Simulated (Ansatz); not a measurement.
Cost and result for the atomization energy of C5H12O2, SMILES `CCOCOCC` (19 atoms, 18 bonds).

Z-matrix (Å, degrees):
```
C
C 1 1.514
H 1 1.092 2 110.3
H 1 1.090 2 111.2 3 120.7
H 1 1.093 2 110.0 3 -119.1
O 2 1.417 1 113.3 3 -55.0
H 2 1.094 1 110.0 3 63.2
H 2 1.098 1 110.5 3 -178.2
C 6 1.390 2 115.3 1 -92.4
O 9 1.394 6 114.3 2 70.2
H 9 1.096 6 105.2 2 -167.3
H 9 1.097 6 110.8 2 -48.5
C 10 1.419 9 114.1 6 70.2
C 13 1.513 10 112.2 9 85.5
H 13 1.093 10 105.8 9 -154.2
H 13 1.096 10 109.8 9 -38.7
H 14 1.092 13 111.7 10 -63.0
H 14 1.092 13 110.5 10 57.6
H 14 1.093 13 110.2 10 177.5
```

The species carries charge 0 and has multiplicity 1. All single points use the PBE0-D4/def2-TZVP geometry. It is one conformer, not always the lowest. Program: Ansatz. All runs use 2 threads of an AMD EPYC 7R13 on a shared host and a share of an NVIDIA H100 80 GB. Times are those of one run each, without the atoms' runs, and a repeat can differ threefold. Electronic energies, without spin–orbit coupling; frozen cores. CCSD(T)/CBS adds CCSD(T) − MP2 in def2-TZVPP to the MP2 limit, and its time is that of the two runs behind it. T1 = 0.011. B3LYP takes the VWN-RPA correlation (the form of Gaussian; ORCA's B3LYP/G).

CCSD(T)/CBS is a level of theory with its own doubt, some kJ/mol a heavy atom from the limit and from the frozen cores, so smaller differences don't rank the functionals.

| level | functions | wall time |
| --- | --- | --- |
| B3LYP-D4/def2-TZVPP (with forces) | 385 | 7.5 s |
| B2PLYP/def2-TZVPP | 385 | 8 s |
| ωB97X-V/def2-TZVPP | 385 | 9 s |
| PBE0-D4/def2-TZVPP | 385 | 9.5 s |
| MP2/def2-QZVPP | 759 | 9.5 s |
| PBE-D4/def2-TZVPP (with forces) | 385 | 13 s |
| r2SCAN-D4/def2-TZVPP (with forces) | 385 | 13 s |
| ωB97M-V/def2-TZVPP (with forces) | 385 | 15 s |
| CCSD(T)/def2-TZVPP | 385 | 21 s |
| CCSD(T)/CBS(def2) | – | 31 s |

What atomization energy does each give, and how far from CCSD(T)/CBS? (Best estimate.)

Computed: 
| level | atomization (kcal/mol) | difference from CCSD(T)/CBS | per bond |
| --- | --- | --- | --- |
| B3LYP-D4/def2-TZVPP (with forces) | 1782.6 | 0.1 | 0.0 |
| B2PLYP/def2-TZVPP | 1764.5 | -18.0 | -1.0 |
| ωB97X-V/def2-TZVPP | 1785.5 | 3.0 | 0.2 |
| PBE0-D4/def2-TZVPP | 1790.3 | 7.8 | 0.4 |
| MP2/def2-QZVPP | 1789.0 | 6.5 | 0.4 |
| PBE-D4/def2-TZVPP (with forces) | 1821.0 | 38.5 | 2.1 |
| r2SCAN-D4/def2-TZVPP (with forces) | 1786.1 | 3.6 | 0.2 |
| ωB97M-V/def2-TZVPP (with forces) | 1787.3 | 4.8 | 0.3 |
| CCSD(T)/def2-TZVPP | 1742.0 | -40.5 | -2.2 |
| CCSD(T)/CBS(def2) | 1782.5 | 0.0 | 0.0 |

From PBE to PBE0 (25 % exact exchange), in def2-TZVPP and without D4, the atomization energy moves by −29.4 kcal/mol: exact exchange takes away binding that semilocal exchange gives to molecules. The D4 term adds +13.3 kcal/mol with B3LYP and +7.2 kcal/mol with PBE0; it sums over pairs of atoms, weighted by their polarisabilities, and B3LYP, whose exchange is more repulsive, gets the larger term. In def2-TZVPP, CCSD(T) changes the Hartree–Fock value by +436.9 kcal/mol (the triples alone add +24.0 kcal/mol) and MP2 by +460.2 kcal/mol; breaking electron pairs costs correlation energy, which Hartree–Fock lacks.
